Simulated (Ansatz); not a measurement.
def2 core potentials replace the inner electrons of Sn.

Species: C₇H₇Cl₃Sn, SMILES `[Cl][Sn]([Cl])([Cl])[CH2]c1ccccc1` with one electron removed (charge 1, multiplicity 2).

Q: Give a relaxed geometry from PBE0-D3(BJ)/def2-SVP run with Ansatz (a first-principles code).

A: One answer among several that fit: the end point of this relaxation, one of several conformers (outside a Z-matrix the atoms follow the SMILES, hydrogens last).
Cartesian coordinates (Å) in one orientation:
```xyz
18

Cl     2.043    -2.168     1.703
Sn     2.716    -0.411     0.364
Cl     2.635     1.612     1.474
Cl     4.718    -0.789    -0.705
C      1.168    -0.271    -1.293
C     -0.070    -0.028    -0.614
C     -0.882    -1.125    -0.169
C     -2.061    -0.887     0.493
C     -2.464     0.443     0.752
C     -1.674     1.539     0.334
C     -0.493     1.313    -0.329
H      1.291    -1.256    -1.764
H      1.582     0.560    -1.882
H     -0.552    -2.147    -0.369
H     -2.688    -1.718     0.823
H     -3.398     0.628     1.289
H     -2.005     2.558     0.543
H      0.134     2.148    -0.651
```
